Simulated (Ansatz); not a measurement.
Saddle point of Si$_{4}$H$_{11}$O$_{4}$F, singlet (Si₄H₉O₃F ([F][Si]([O][SiH3])([O][SiH3])[O][SiH3]) + H₂O → Si₃H₇O₃F ([OH][Si]([F])([O][SiH3])[O][SiH3]) + SiH₄O ([OH][SiH3]); bonds formed: Si1–O10, O2–H9; bonds broken: Si1–O2, H9–O10), PBE0-D4/def2-TZVP structure:

```xyz
20
angstrom
Si -0.7128 0.3330 0.5258
O -0.2260 0.1817 -1.2797
Si 0.6541 -1.0164 -2.0143
O 0.1746 1.6791 0.7296
Si 1.2374 2.5430 -0.1757
O -0.0660 -1.1333 0.8330
Si -0.0902 -2.1576 2.1260
F -1.6095 0.4750 1.8778
H -1.4838 0.4590 -1.3220
O -2.2109 0.4849 -0.4560
H -0.0575 -2.3180 -1.9550
H 0.8122 -0.6184 -3.4367
H 1.9854 -1.1286 -1.3757
H 2.3280 1.6852 -0.7050
H 0.5389 3.2026 -1.3100
H 1.8181 3.5825 0.7085
H -1.4678 -2.6523 2.3707
H 0.4273 -1.4849 3.3428
H 0.7905 -3.2988 1.7751
H -2.8422 1.1825 -0.2590
```

Energies are electronic, without zero-point energy. Barriers and step energies count from the start structure reached by relaxing down the imaginary mode; all methods use the PBE0-D4 structures, on which another method's saddle can fall below an end. Program: Ansatz 0.2.0. Basis: def2-TZVPP, with def2-QZVPP for the basis limit. Cores are frozen in the correlated methods. B3LYP uses VWN-RPA correlation. Extrapolation: Hartree–Fock as exp(−7.88 √X), correlation as X^−2.97.

```tsv
method	barrier (kcal/mol)	step energy (kcal/mol)
SPW92	15.73	2.03
PBE-D4	25.54	2.38
BLYP-D4	30.72	3.02
r2SCAN-D4	28.11	3.86
B97M-V	32.71	4.50
PBE0-D4	?	3.34
B3LYP-D4	32.67	3.71
r2SCAN0-D4	30.24	4.35
BHLYP-D4	36.32	4.93
CAM-B3LYP-D4	31.88	3.96
wB97X-V	30.98	4.22
wB97M-V	30.14	4.35
B2PLYP	?	4.27
PBE-QIDH	30.16	4.36
RPA on PBE	31.38	4.48
HF	48.57	6.55
MP2	?	4.32
CCSD	34.36	4.86
CCSD(T)	31.55	4.43
```

(1) Fill in the withheld barriers. (Judge from chemistry; the value comes from the calculation.)

T1 diagnostic: at most 0.012.

Results:

(1) By the calculation: B2PLYP 33.05; MP2 30.13; PBE0-D4 28.65 kcal/mol. Each is the energy of the saddle less that of the start structure, by the same method.

For comparison, the barrier by CCSD(T) at an estimated basis limit (MP2 extrapolated from triple and quadruple zeta, plus CCSD(T) − MP2 in triple zeta) is 32.07 kcal/mol.

Labels in which every atom is bracketed show which atoms are joined, not bond orders.

For scale, one of the runs: CCSD(T)/def2-TZVPP, 477 basis functions, launched by `ansatz run in.yaml --threads 4 --pin off --events-out ev --progress --plain --max-ram 41984MiB --backend cuda --devices 0, --max-vram 37GiB`. The run took 79 s on 4 CPU threads of an AMD EPYC 7R13 and a share of one NVIDIA H100 (shared host), with 1.2 GiB of host memory at its peak.
